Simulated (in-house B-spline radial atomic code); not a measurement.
Results of a calculation; reference values are marked as such.
Hf in an electron gas of r_s = 2.07: phase shifts, screening, friction and resistivity

A nucleus sits in a uniform electron gas with a rigid positive background. The Kohn-Sham equations are solved self-consistently in the spin-unpolarised LDA (PW92), non-relativistic, on B-splines with outgoing waves at the boundary and partial waves to l = 8. The model has no lattice, no bands and no magnetic solution. Atomic units; δ_l are the phase shifts at the Fermi level, counted so that each bound state adds π, and good to about 0.0005. Heavy atoms are models without relativity.

The density parameter is r_s = 2.07 bohr, near that of the valence electrons of Al (3 per atom, density 2.7 g/cm³, mass 26.98 u, which gives r_s = 2.07).

```json
{"l": "0", "δ_l (rad)": "14.7383"}
{"l": "1", "δ_l (rad)": "12.1519"}
{"l": "2", "δ_l (rad)": "7.8964"}
{"l": "3", "δ_l (rad)": "3.1869"}
{"l": "4", "δ_l (rad)": "0.0091"}
{"l": "5", "δ_l (rad)": "0.0015"}
{"l": "6", "δ_l (rad)": "0.0000"}
{"l": "7", "δ_l (rad)": "-0.0003"}
{"l": "8", "δ_l (rad)": "-0.0003"}
```

Bound levels below the band bottom (hartree): p -12.32, d -7.03, s -1.424, p -0.6392, f -0.2279 and deeper ones.

(1) Check the Friedel sum rule, and say where the screening charge sits.

(2) Find the transport cross section and the electronic stopping of a 5 keV Hf ion (mass 178.49 u).

(3) What residual resistivity would 1 atomic per cent of such centres give in Al?

(4) On a substitutional site the background of one host ion, a sphere holding 3 charges, is taken out. The phase shifts for l = 0 to 4 become 14.4983, 11.9699, 7.2324, 3.1265, -0.0059. What follows?

Results:

(1) k_F = (9π/4)^(1/3)/r_s = 0.92713. The rule is Z = (2/π) Σ (2l + 1) δ_l. The terms are s 9.383, p 23.208, d 25.135, f 14.202 and 0.057 beyond, in all 71.985 against Z = 72. Bound states hold 10 s, 24 p, 20 d and 14 f electrons, so the scattering states carry 3.98 in all; where a term is smaller than its bound count, the bound level has drawn weight out of the band.

(2) σ_tr = (4π/k_F²) Σ (l + 1) sin²(δ_l − δ_(l+1)). The terms for l = 0 to 3 are 0.2778, 1.6108, 3.0000, 0.0052, all together 4.8941, so σ_tr = 14.619 × 4.8941 = 71.549 bohr². With n = 3/(4π r_s³) = 0.02692, the friction coefficient is Q = n k_F σ_tr = 1.7854. For v well below v_F = 0.927, dE/dx = Q v; with 24801 eV per u at v = 1, v = √(5000/(24801 × 178.49)) = 0.0336, so dE/dx = 0.06001 hartree/bohr = 30.9 eV/nm. The largest term couples the d and f waves.

(3) Δρ = k_F n_i σ_tr/n in atomic units of 21.74 μΩ·cm. With one host atom per 3 electrons, n_i/n = 0.01/3, so Δρ = 0.9271 × 0.00333 × 71.549 × 21.74 = 4.81 μΩ·cm. This is an atom added to the gas, as on an interstitial site.

(4) The Friedel sum is now 69.00, for Z − 3 = 69. The sum in σ_tr is 4.3557, so σ_tr = 63.68 bohr² and Δρ = 4.28 μΩ·cm per atomic per cent, 0.89 times the value above. A real host ion scatters too, so this model doesn't give zero even for the host's own atom.
